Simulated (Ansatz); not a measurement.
How methods differ on AlCl3 (aluminium trichloride (monomer))

AlCl3 has 4 atoms, charge 0, and is taken as a singlet. As SMILES, `Cl[Al](Cl)Cl`. Geometry: optimised at PBE0/def2-SVP.

```xyz
4

Cl   -1.1408   -0.1090    1.7349
Al    0.0000    0.0000    0.0000
Cl    1.7508   -1.1096   -0.1644
Cl   -0.6100    1.2186   -1.5705
```

Quantity: the adiabatic electron affinity (to the doublet anion, shapes relaxed at PBE0/def2-SVP, no zero-point term), in eV. The values are calculated.

The electron affinity is E(neutral) − E(anion): positive where the electron is bound.

```tsv
level	kind	program	value (eV)	less CCSD(T)/def2-TZVP	CPU time (all runs)
SVWN5/def2-TZVP	LDA	Ansatz	1.26	+0.12	2.8 s
BLYP/def2-TZVP	GGA	Ansatz	1.15	+0.01	5.5 s
PBE/def2-TZVP	GGA	Ansatz	1.29	+0.15	4.6 s
r2SCAN/def2-TZVP	meta-GGA	Ansatz	1.34	+0.20	11 s
B3LYP/def2-TZVP	global hybrid	Ansatz	1.30	+0.16	7.8 s
CAM-B3LYP/def2-TZVP	range-separated hybrid	Ansatz	1.29	+0.15	8 s
B2PLYP/def2-TZVP	double hybrid	Ansatz	1.16	+0.02	10 s
RPA@PBE/def2-TZVP	RPA	Ansatz	1.42	+0.28	7.4 s
MP2/def2-TZVP	perturbation theory	Ansatz	1.11	-0.03	5.6 s
CCSD(T)/def2-TZVP	coupled cluster or CI	Ansatz	1.14	0.00	42 s
```

Differences are taken from CCSD(T)/def2-TZVP for orientation; it has basis-set and higher-order errors of its own. The values span 1.11 to 1.42 eV. CPU times are rough (shared hosts, several kinds of processor): they show what a rung costs within a factor of a few.
